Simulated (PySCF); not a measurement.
Several compounds and their computed core spectra got separated.

Method used: PySCF, delta-SCF UKS SCAN, pcX-2 on the ionised atom, pcseg-1 elsewhere, spin-free X2C. Geometries: PBE0-D3(BJ)/def2-SVP; isolated species, one conformer each.

Line lists (1s up to Mg, 2p3/2 beyond, nothing for Ge; areas count atoms within a level, one atom standing for each set equivalent by bonding):
1. C 1s: 290.15 (area 1), 290.63 (area 1), 292.09 (area 1) eV; O 1s: 537.55 eV; Si 2p3/2: 106.22 (area 1), 106.58 (area 1) eV; P 2p3/2: 135.92 eV
2. C 1s: 291.60 eV; N 1s: 404.33 eV; Si 2p3/2: 106.12 (area 1), 106.32 (area 1) eV
3. B 1s: 194.23 eV; C 1s: 292.32 eV; N 1s: 403.45 (area 1), 406.94 (area 1) eV

Structures:
A. `[SiH3][Si@](OCC)(P)C`
B. `CN[Si@@H]([SiH3])[GeH3]`
C. `C[NH2+][BH2-]N`

Task: Match each list to its structure.

Result: 
- 1 = A: no other candidate has this set of levels. C 1s: 290.15 Si-methyl carbon, 290.63 methyl carbon, 292.09 sp3 carbon bound to oxygen; O 1s: 537.55 silyl ether oxygen; Si 2p3/2: 106.22 SiH3 silicon, 106.58 oxygen-bound silicon; P 2p3/2: 135.92 three-coordinate phosphorus.
- 2 = B: no other candidate has this set of levels. C 1s: 291.60 N-methyl carbon; N 1s: 404.33 silicon-bound nitrogen; Si 2p3/2: 106.12 SiH3 silicon, 106.32 SiH silicon.
- 3 = C: no other candidate has this set of levels. B 1s: 194.23 four-coordinate boron; C 1s: 292.32 N-methyl carbon; N 1s: 403.45 boron-bound nitrogen, 406.94 nitrogen bonded to B, C and 2 H.

Spin–orbit and ligand-field terms were added within each 2p shell after the spin-free SCF.
